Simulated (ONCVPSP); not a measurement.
## Before and after: ONCV potential for silicon (Si)

* Element: silicon (Si)
* Generator: ONCVPSP 4.0.1
* Type: optimised norm-conserving Vanderbilt (ONCV)
* Functional: PBE
* Relativity: non-relativistic
* Frozen core: [Ne]
* Valence charge: 4
* Reference configuration: 3s2 3p2
* Partial waves: 3s: rc 1.80 bohr, ncon 4, nbas 8, qcut 3.6 1/bohr, local; 3p: rc 1.80 bohr, ncon 4, nbas 7, qcut 4.1 1/bohr, 3 projectors, debl 2.8 Ha; d scattering state at 0.08 Ha: rc 2.10 bohr, ncon 4, nbas 7, qcut 4.6 1/bohr, 3 projectors, debl 3 Ha
* Local potential: the s channel
* Core correction: Teter function fitted to the true core (icmod 2), fcfact 0.3

Change: all radii but the core radius scaled by about 0.89 (s 1.60, p 1.60, d 1.86 bohr).

Cutoffs: the cutoffs (Ha) at which the residual kinetic energy of the hardest occupied pseudo-wave falls to 1 and 0.1 mHa per electron; they do not see the model core or the augmentation charge, which bear on the density cutoff. Errors are all-electron minus pseudo energies relative to the spin-unpolarised reference configuration.

Question: What does the change do?

Answer: The potential gets neither clearly harder nor softer (7.7 Ha and 43 Ha → 7.9 Ha and 35 Ha); both files keep a bound ghost (p); of the 4 tests that both files solve, the error grows in 0 and shrinks in 3 by more than 15 % and 0.3 meV (median size 13.9 → 11.4 meV). Less of the atom is replaced, so other configurations are described better.

| quantity | base | changed |
| --- | --- | --- |
| cutoff, loose | 7.7 Ha | 7.9 Ha |
| cutoff, tight | 43 Ha | 35 Ha |
| loose cutoff by channel | s 7.7 Ha, p 3.1 Ha | s 7.9 Ha, p 3.2 Ha |
| bound ghosts | p | p |
| GHOST(+) flags under 300 eV | none | none |
| error for 3s2 3p1, meV [ΔE 7.75 eV] | +2.4 | +1.6 |
| error for 3s2 3p0, meV [ΔE 23.76 eV] | +25 | +21 |
| error for 3s1 3p0, meV [ΔE 57.66 eV] | +123 | +117 |
| error for 3s1 3p3, meV [ΔE 6.76 eV] | -1.7 | +0.8 |
| rms error of d²Exc/dni dnj with the model core, mHa | 0.89 | 1.00 |

Base: The cutoffs count occupied waves only; projector 3 of the p channel, the hardest unoccupied one, needs 74 Ha at the loose tolerance. Changed file: The cutoffs count occupied waves only; projector 2 of the p channel, the hardest unoccupied one, needs 72 Ha at the loose tolerance. A true bound ghost makes a file unfit for plane-wave use even where its test errors are small: the radial tests pick states by their node count and pass the ghost by.
